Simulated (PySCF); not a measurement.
**C5H10NSi2: g tensor and hyperfine couplings**

Compound: C₅H₁₀NSi₂ (doublet state).
Structure used (GFN2-xTB), in Å, numbered top down from 1:
```xyz
18
C5H10NSi2 angstrom
C      1.9658    3.1599   -1.2208
C      1.3379    2.3081   -0.6392
Si     0.4781    1.0697    0.4279
Si    -1.8188    0.9628    0.4194
N     -1.6966   -0.5988   -0.3040
C     -0.5609   -0.9280   -1.1478
C      0.7518   -0.6522   -0.4124
C      1.0290   -1.7457    0.6134
H      2.4940    3.8906   -1.7640
H     -2.6375    1.9133   -0.3553
H     -2.4677    0.7594    1.7187
H     -2.5337   -1.0861   -0.5783
H     -0.5794   -0.3503   -2.0872
H     -0.6242   -1.9891   -1.4174
H      1.5633   -0.6397   -1.1449
H      1.9382   -1.5300    1.1717
H      1.1511   -2.7149    0.1280
H      0.2010   -1.8226    1.3158
```

The hyperfine couplings belong to this conformer and change with its torsions.

The species is `C#C[Si]1[SiH2]NC[C@@H]1C` [radical].

Level of theory: UKS B3LYP, pcH-1 on C H N Si, non-relativistic, mean-field spin-orbit, GIAO in PySCF. One conformer (not necessarily the lowest) at the GFN2-xTB geometry, without solvent, vibrations or thermal averaging. The geometry wasn't refined by DFT: couplings that depend on bond lengths, twists or pyramidal angles can differ widely from those at the functional's own minimum, by a factor of two or more for some ions and for spin on atoms past the first row. No stability test was run, so a lower SCF solution isn't excluded.

- g1, g2, g3: 2.00194, 2.00312, 2.00517
- g_iso: 2.00341
- Form of g: rhombic: the two nearest values differ by 36 % of g3 − g1
- ⟨S²⟩: 0.7550 (exact 0.7500)
- α and β electrons: 38, 37
- Total energy: -830.24553 Eh
- Basis functions: 320

Hyperfine couplings atom by atom, in mT; T1 to T3 are the principal values of the dipolar part (MHz turned into mT with g_iso):

| atom | isotope | a_iso | of which spin–orbit | T1 | T2 | T3 | Mulliken spin population |
| --- | --- | --- | --- | --- | --- | --- | --- |
| C1 | 13C | 0.54 | 0.00 | -0.51 | -0.42 | 0.92 | 0.18 |
| C2 | 13C | 0.27 | 0.00 | -0.32 | -0.03 | 0.35 | -0.10 |
| Si3 | 29Si | -16.76 | 0.03 | -5.67 | 2.80 | 2.87 | 0.87 |
| Si4 | 29Si | -2.49 | 0.00 | -0.55 | 0.26 | 0.29 | 0.03 |
| N5 | 14N | 0.22 | 0.00 | -0.02 | -0.02 | 0.04 | 0.01 |
| C6 | 13C | 0.70 | 0.00 | -0.06 | -0.04 | 0.10 | 0.01 |
| C7 | 13C | 0.37 | 0.00 | -0.12 | -0.10 | 0.22 | -0.01 |
| C8 | 13C | 0.42 | 0.00 | -0.03 | -0.03 | 0.06 | 0.00 |
| H9 | 1H | -0.47 | 0.00 | -0.25 | -0.03 | 0.28 | -0.01 |
| H10 | 1H | 0.99 | 0.00 | -0.07 | -0.03 | 0.10 | 0.01 |
| H11 | 1H | -0.14 | 0.00 | -0.07 | -0.05 | 0.12 | 0.00 |
| H12 | 1H | 0.21 | 0.00 | -0.06 | -0.03 | 0.09 | 0.00 |
| H13 | 1H | -0.03 | 0.00 | -0.07 | -0.04 | 0.12 | 0.00 |
| H14 | 1H | 0.43 | 0.00 | -0.05 | -0.02 | 0.08 | 0.01 |
| H15 | 1H | 0.03 | 0.00 | -0.11 | -0.04 | 0.15 | 0.00 |
| H16 | 1H | 0.00 | 0.00 | -0.10 | -0.06 | 0.16 | 0.00 |
| H17 | 1H | 0.01 | 0.00 | -0.04 | -0.04 | 0.08 | 0.00 |
| H18 | 1H | -0.01 | 0.00 | -0.08 | -0.06 | 0.15 | 0.00 |

Largest spin populations (Mulliken): Si3 (+0.87), C1 (+0.18) and C2 (-0.10). The positive populations add up to 1.12 and the negative ones to -0.12, together 2S = 1. The angles at Si3 add up to 321.5°, so it is pyramidal.

Under fast tumbling the dipolar parts average out, and these isotropic splittings remain (the largest six): 1 × 1H (H10, I = 1/2, 2 lines) with 0.99 mT, 1 × 1H (H9, I = 1/2, 2 lines) with 0.47 mT, 1 × 1H (H14, I = 1/2, 2 lines) with 0.43 mT, 1 × 14N (N5, I = 1, 3 lines) with 0.22 mT, 1 × 1H (H12, I = 1/2, 2 lines) with 0.21 mT and 1 × 1H (H11, I = 1/2, 2 lines) with 0.14 mT.

The 13C coupling of C6 (19.5 MHz) shows only in satellite lines or after enrichment, since that isotope makes up about 1.07 % of natural carbon.

The 29Si coupling of Si3 (-469.9 MHz) shows only in satellite lines or after enrichment, since that isotope makes up about 4.7 % of natural silicon.

Examples of negative spin density at the nucleus (bohr⁻³): H9 (-0.0029).
